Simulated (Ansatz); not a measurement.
Compare A (`F[CH]([SiH3])[SnH3]`) with its isomer B (`FC[SiH2][SnH3]`).

Isolated molecules relaxed with PBE0-D4/def2-TZVP in Ansatz; ΔE leaves out vibrations. CCSD(T)/CBS adds triple-zeta CCSD(T) − MP2 to the extrapolated MP2 energy (def2 sets, frozen cores). Functionals use def2-TZVPP. B3LYP here is the variant with VWN-RPA as its local correlation; programs differ in this. def2 core potentials past Kr. For Sn outer-core shells are correlated without core-valence functions, which leaves a few kJ/mol of doubt a bond. Each species was taken in one conformer, which may not be the lowest.

**Question.** Which isomer does CCSD(T)/CBS put lower? Give the gap. (An estimate is asked.)

**Answer.** The calculation gave: B, by 53.4 kJ/mol.

**Question.** Give E(B) − E(A) in kJ/mol with r2SCAN-D4, CCSD/def2-TZVPP, B3LYP-D4, PBE-D4, B3LYP, MP2/def2-TZVPP, PBE0-D4. (Best estimate.)

**Answer.** Computed: r2SCAN-D4 -57.6, CCSD/def2-TZVPP -54.1, B3LYP-D4 -55.7, PBE-D4 -60.0, B3LYP -57.8, MP2/def2-TZVPP -51.4, PBE0-D4 -62.9. None reverses the order clearly.

Largest T1 diagnostic: 0.013.

In def2-TZVPP, CCSD(T) changes the Hartree–Fock value by +6.9 kJ/mol (the triples alone add +1.8 kJ/mol) and MP2 by +7.8 kJ/mol.
